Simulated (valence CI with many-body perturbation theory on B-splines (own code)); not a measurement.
The numbers below are computed, except where a source is named.
# Basis-set convergence for Er35+

Method: relativistic CI+MBPT: five valence electrons over a frozen Dirac-Fock core [Ar] 3d10, radial functions for each j: 9 s, 9 p, 8 d, 6 f, 3 g, 1 h, with the one-electron correlation potential Σ1 (screened to all orders), the two-electron term Σ2, the three-electron term Σ3, Breit, model QED; selected single and double excitations, second order for the rest, scaled by the run's own slope (own B-spline code, finite nucleus).

The last digits are not significant, and no measured levels were compared; by estimate large intervals hold to a few tenths of a per cent, small ones and those within an open d or f shell to about a per cent. Among the levels kept, up to 780 cm⁻¹ of a level comes from second order outside the variational space, and about a tenth of that is noise between levels of different J, which matters for small intervals.

The reference run has the lowest level (4s^2 4p1/2^2 4p3/2) J=3/2 and an ionisation energy of 1517.78 eV. Its largest variational space holds 20000 state functions.

Levels are named by their leading jj configuration (3d3/2^4 stands for four electrons in 3d with j = 3/2), which in mixed levels can hold well under half, so a name can repeat and another be missing. Letters in brackets count levels of one name in rising energy.

Changed runs:
A. basis 6 s, 6 p, 5 d, 3 f, 1 g
B. basis 5 s, 5 p, 4 d, 2 f

Excitation energies of the reference run in cm⁻¹, and shifts in cm⁻¹:

| Level | Reference | A | B |
| --- | --- | --- | --- |
| (4s^2 4p1/2 4p3/2^2) J=3/2 | 442641 | -135 | -505 |
| (4s^2 4p1/2 4p3/2^2) J=5/2 | 481395 | +8.7 | +77 |
| (4s^2 4p1/2 4p3/2^2) J=1/2 | 530062 | +70 | +337 |
| (4s^2 4p3/2^3) J=3/2 | 979348 | -43 | -78 |
| (4s^2 4p1/2^2 4d3/2) J=3/2 | 1063720 | +104 | +606 |
| (4s 4p1/2^2 4p3/2^2) J=5/2 | 1090990 | -168 | -641 |
| (4s 4p1/2^2 4p3/2^2) J=1/2 | 1216280 | +12 | +92 |
| (4s^2 4p1/2^2 4d5/2) J=5/2 | 1236980 | +227 | +1059 |
| (4s 4p1/2^2 4p3/2^2) J=3/2 | 1237480 | +59 | +299 |
| (4s^2 4p1/2 4p3/2 4d3/2) J=3/2 [a] | 1504930 | -62 | -95 |
| (4s^2 4p1/2 4p3/2 4d3/2) J=5/2 [a] | 1508830 | +10 | +207 |
| (4s^2 4p1/2 4p3/2 4d3/2) J=1/2 [a] | 1510790 | -65 | -98 |
| Ionisation energy (eV) | 1517.78 | -0.049 | -0.18 |
